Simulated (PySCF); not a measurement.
Si(F)(Me)2(Et), C₄H₁₁FSi, SMILES CC[Si](C)(C)F, singlet (GFN2-xTB optimised geometry):

```
17

C     -0.077    -2.058     1.649
C     -0.538    -0.603     1.594
Si    -0.012     0.298     0.000
C     -0.540     2.119     0.000
C     -0.532    -0.616    -1.580
F      1.619     0.298     0.000
H     -0.354    -2.516     2.597
H      1.003    -2.118     1.542
H     -0.531    -2.636     0.847
H     -0.126    -0.075     2.456
H     -1.623    -0.572     1.707
H     -1.619     2.227    -0.022
H     -0.140     2.636    -0.867
H     -0.175     2.634     0.884
H     -0.071    -1.597    -1.632
H     -1.608    -0.753    -1.632
H     -0.228    -0.066    -2.466
```

Level of theory: PBE0/def2-SVP (PySCF).

Task: What are the frontier orbital energies and the dipole moment?

Result: HOMO-2 -9.73 eV, HOMO-1 -8.54 eV, HOMO -8.08 eV, LUMO 1.51 eV, LUMO+1 1.90 eV; dipole moment 1.84 D.

On the same geometry PBE/def2-SVP run with PySCF gives HOMO-2 -8.21 eV, HOMO-1 -7.09 eV, HOMO -6.69 eV, LUMO 0.69 eV, LUMO+1 0.97 eV; dipole moment 1.70 D.

Meta-Löwdin charges at PBE0/def2-SVP: C1 -0.29, C2 -0.43, Si3 1.13, C4 -0.57, C5 -0.57, F6 -0.49, H7 0.10, H8 0.10, H9 0.09, H10 0.11, H11 0.10, H12 0.12, H13 0.12, H14 0.12, H15 0.12, H16 0.12, H17 0.12.
